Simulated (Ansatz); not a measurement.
This geometry of H$_{3}$LiOSSi (7 atoms, charge 0, multiplicity 1) is a first-order saddle point.

Method: Ansatz, RKS PBE0/6-31G*.

```xyz
7
Properties=species:S:1:pos:R:3
Li 0.807 1.264 -1.848
Si -0.622 -0.224 -0.581
O -1.826 -0.126 0.596
S 1.320 0.684 0.408
H -0.166 -1.668 -0.490
H -1.639 0.452 1.343
H 2.126 -0.382 0.572
```

(1) Which two structures does it join? (They come from a converged band through this point; their orientation in space is the band's.)

(2) How far does it lie above each of them?

Results:

(1) No bond is made or broken. The dihedral S4–Si2–O3–H6 goes from 96 to -69°.

Image 0:

```xyz
7
Properties=species:S:1:pos:R:3
Li 0.743 1.422 -1.645
Si -0.596 -0.164 -0.380
O -1.625 -0.192 0.954
S 1.562 0.525 0.365
H -0.226 -1.623 -0.447
H -2.138 0.621 1.029
H 2.279 -0.589 0.124
```

Image 8:

```xyz
7
Properties=species:S:1:pos:R:3
Li 0.948 1.344 -1.703
Si -0.593 -0.137 -0.572
O -1.804 0.362 0.484
S 1.443 0.615 0.479
H -0.355 -1.597 -0.227
H -1.823 -0.107 1.328
H 2.185 -0.478 0.211
```

(2) 0.167 eV above the first and 0.197 eV above the second. This is the barrier of this one path; another mechanism may lie lower.

The run took 2.7 min on 1 thread of Intel(R) Xeon(R) Platinum 8488C (Sapphire Rapids), with other jobs on the host, peak memory 0.16 GiB.
